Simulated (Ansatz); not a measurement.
A run for Ansatz (a program for electronic structure): R-PBE0/def2-TZVPPD on GeH4 (SMILES [GeH4]) with ghost functions, monomers drawn apart or pushed together. Files ending in .json are basis or fitting sets from the Basis Set Exchange.

Ansatz 0.2 input:
```yaml
crystal:
  periodic: [false, false, false]
  atoms:
    - {symbol: Ge, position_ang: [-0.53462254, 0.05701893, 5.39062502]}
    - {symbol: H, position_ang: [-0.86779705, -0.27013616, 6.85884633]}
    - {symbol: H, position_ang: [-0.51658334, -1.26362399, 4.60257015]}
    - {symbol: H, position_ang: [0.84454319, 0.72336144, 5.32670617]}
    - {symbol: H, position_ang: [-1.61316022, 0.98926774, 4.82735990]}
basis:
  gaussian:
    orbitals: def2-TZVPPD.json
    ghost_atoms:
      - {symbol: C, position_ang: [0.49125447, -0.57724568, 0.39054414]}
      - {symbol: O, position_ang: [0.43459162, 0.47642369, 0.96143741]}
      - {symbol: H, position_ang: [0.72649524, -0.64477595, -0.68852333]}
      - {symbol: H, position_ang: [0.31122916, -1.53524066, 0.91435498]}
hamiltonian:
  xc: {name: PBE0}
scf: {lower_state_search: off}
```

Output:

```
WARN ansatz: RAYON_NUM_THREADS=1 ignored (pool sized by the plan → 1); use --threads N
Functional definition: PBE0
these checks for a lower state are left out or cut short: stability, starts, cluster_reference, orbital_swaps, neighbouring_geometries, increment
integrals: 0.13 GiB planned
1104 factors; their error is unknown
mean field: 1.08 GiB planned
mean field evaluation 1: about -56575.2390 eV, gradient 1.6e1 eV
mean field evaluation 2: about -56575.3767 eV, gradient 1.5e1 eV
mean field evaluation 4: about -56575.4925 eV, gradient 3.1e-1 eV
mean field evaluation 8: about -56575.7245 eV, gradient 2.0e-1 eV
mean field -56575.72455722 eV, -2079.1195290743 hartree, gradient 4.5e-6 eV, S^2 0.000000; 0 other end points of the search recorded, 0 dependent functions left out
reference -56575.72458572 eV, -2079.1195301219 hartree; 18, 18 occupied and 215, 215 virtual orbitals, 1104 factors
Total energy: -56575.72458572 eV, -2079.1195301219 hartree
Checks for a lower state left out: stability, starts, cluster_reference, orbital_swaps, neighbouring_geometries, increment
```

The run converged.

Cost: around 2.0 core-seconds (rough).
